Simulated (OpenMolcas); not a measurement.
## Xe6+: effect of the active space

```
Program             : OpenMolcas 26.06
Method              : CASSCF or its RAS form
Basis               : ANO-RCC-VTZP
Scalar Hamiltonian  : DKH2, point nucleus
Spin-orbit coupling : state interaction with AMFI integrals over the reference wave functions, term energies averaged over their components
```

A. 2 electrons in 4 orbitals (5s 5p); 2S+1 = 3 even, 3 roots; 2S+1 = 1 even, 7 roots; 2S+1 = 3 odd, 3 roots; 2S+1 = 1 odd, 3 roots; cost roughly 30 core-seconds
B. 2 electrons in 8 orbitals (5s 5p 6s 6p); 2S+1 = 3 even, 3 roots; 2S+1 = 1 even, 7 roots; 2S+1 = 3 odd, 3 roots; 2S+1 = 1 odd, 3 roots; cost about 12 core-seconds
C. 2 electrons in 9 orbitals (RAS2 5s 5p; RAS3 5d, at most 2 electrons); 2S+1 = 3 even, 3 roots; 2S+1 = 1 even, 7 roots; 2S+1 = 3 odd, 3 roots; 2S+1 = 1 odd, 3 roots; cost of the order of 14 core-seconds

Energies in cm⁻¹ above 5s² ¹S₀, the measured ground level; measured values from Saloman, J. Phys. Chem. Ref. Data 33, 765 (2004).

| Level | A | B | C | Measured |
| --- | --- | --- | --- | --- |
| 5s² ¹S₀ | 0.0 | 0.0 | 0.0 | 0.0 |
| 5s 5p ³P°₀ | 92058 | 92629 | 91297 | 96141 |
| 5s 5p ³P°₁ | 96420 | 96985 | 95539 | 100451 |
| 5s 5p ³P°₂ | 107775 | 108346 | 106978 | 113676 |
| 5s 5p ¹P°₁ | 153478 | 153855 | 146786 | 143259 |
| 5p² ³P₀ | 224742 | 225352 | 223494 | 223673 |
| 5p² ³P₁ | 233455 | 233996 | 232482 | 234685 |
| 5p² ³P₂ | 239597 | 240110 | 246358 |  |
| 5p² ¹D₂ | 256474 | 256964 | 231411 | 236100 |

Deviations, from unrounded energies. A percentage is the sum of absolute deviations over the sum of measured energies, with the sign that they share, or ± where signs differ.

```
           Against measurement  Levels     A     B     C
mean absolute deviation (cm-1)       7  6700  6600  3900
      other configurations (%)       7  ±4.1  ±4.0  ±2.4
```

C lies closest to measurement on these levels and A furthest from it. The largest miss of C in the table is 5s 5p ³P°₂, by -6700 cm-1. The ranking rests on the paired levels alone, and a cruder setting can come out closer through cancelling errors.

Among A to C the level of the table that moves most is 5p² ¹D₂, by 26000 cm-1 (lowest in C, highest in B).

The ¹D term of p² mixes with s d, which this space lacks (holds for A; B). Active for correlation alone: 6p 6s; no level in the range computed is led by a configuration that fills them, so any true level of that kind is missing (holds for B). Active for correlation alone: 5d; no level in the range computed is led by a configuration that fills it, so any true level of that kind is missing (holds for C). Some terms mix strongly with configurations of 5d, whose occupation reaches 0.19 (5p² ¹D) (holds for C). Measured partners are found by configuration, term and J. A level has none where our copy of the source lacks it or the pairing is in doubt (some pairs that miss far off the trend of their configuration count as doubtful), and it then counts in no deviation. Levels of configurations outside the active space are missing. Levels that lie high or do not pair safely by name in every column are left out.

° marks odd parity.
